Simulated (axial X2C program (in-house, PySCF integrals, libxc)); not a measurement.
# Potential curves of BiP⁺, 2c

All values were computed with an in-house relativistic program for diatomic molecules. Two-component (2c) means X2C with spin–orbit coupling and atomic mean-field two-electron Coulomb and Gaunt terms. Basis: Bi dyall-cv3z [12s14p10d6f1g], P dyall-v3z [8s7p2d1f] (cores contracted in-house); Gaussian nuclei, density fitting, unrestricted open shells. Masses: Bi 208.980 u, P 30.974 u.

State: Ω = 3/2 (⟨Sz⟩ = 0.72, ⟨Lz⟩ = 0.78 at HF). Energies in cm⁻¹ from the fragments at the same level (Bi+ + P). Fits are polynomials in 1 − R0/R over 0.85 to 1.23 times the lowest point R0.

```csv
R (Å),CCSD,CCSD(T),PBE0
2.1350,,,-5540
2.2331,-3592,-4925,-9491
2.3068,-5353,-6668,-11048
2.3804,-6265,-7535,-11766
2.4540,-6587,-7786,-11901
2.5399,-6473,-7568,-11570
2.6258,-6056,-7031,-10911
2.7362,-5344,-6158,-9817
2.8712,,,-8393
3.0675,,,-6563
```

Correlated methods: 9 electrons correlated (number of frozen shells: Bi 5 s, 4 p, 3 d, 1 f; P 2 s, 1 p), 219 virtual spin orbitals or spinors in MP2, 90 natural virtuals in coupled cluster.

The state is one determinant whose occupation by symmetry is held fixed; it was picked as the lowest of a PBE0 search that is not exhaustive. De is counted from the lowest determinant-based energies of the atoms at the same level, without counterpoise correction. Density functionals use the spin component along the axis (collinear). CCSD and (T) use frozen natural virtuals with an MP2 correction for the truncation; (T) itself is uncorrected, so its De runs slightly low. The functionals have no current-density term, which raises determinants with orbital currents, atoms included. With several unpaired electrons one determinant need not be a pure state. The determinant is spin-polarised beyond a pure state at some levels (its spin-free form has ⟨S²⟩ too high), which makes Re and μ there less reliable. The T1 diagnostic is large, a sign of multireference character. With the outer-core shells frozen, correlated bond lengths of heavy atoms tend to come out a few hundredths of an ångström too long. Other states lie close and PBE0, whose exact exchange favours high spin, may order them wrongly; the determinant shown need not be the ground state. The nearest other 2c determinant of the search, Ω = 1/2, lies 0.49 eV up at the distance of the search. Coupled cluster ran on the points near the minimum only. MP2 and coupled cluster on one determinant become unreliable at the stretched end.

Q: What are Re, ωe and De at the CCSD level?

A: At CCSD, 2c: Re = 2.473 Å, ωe ≈ 284 cm⁻¹, De = 0.82 eV to Bi+ + P; Be follows as 0.102 cm⁻¹.

Q: Fit the CCSD(T) curve near its minimum: give the equilibrium distance, the harmonic wavenumber and the well depth.

A: At CCSD(T), 2c: Re = 2.457 Å, ωe ≈ 305 cm⁻¹, De = 0.97 eV to Bi+ + P; Be follows as 0.104 cm⁻¹.

Q: Fit the PBE0 curve near its minimum: give the equilibrium distance, the harmonic wavenumber and the well depth.

A: At PBE0, 2c: Re = 2.438 Å, ωe ≈ 314 cm⁻¹, De = 1.48 eV to Bi+ + P; Be follows as 0.105 cm⁻¹.
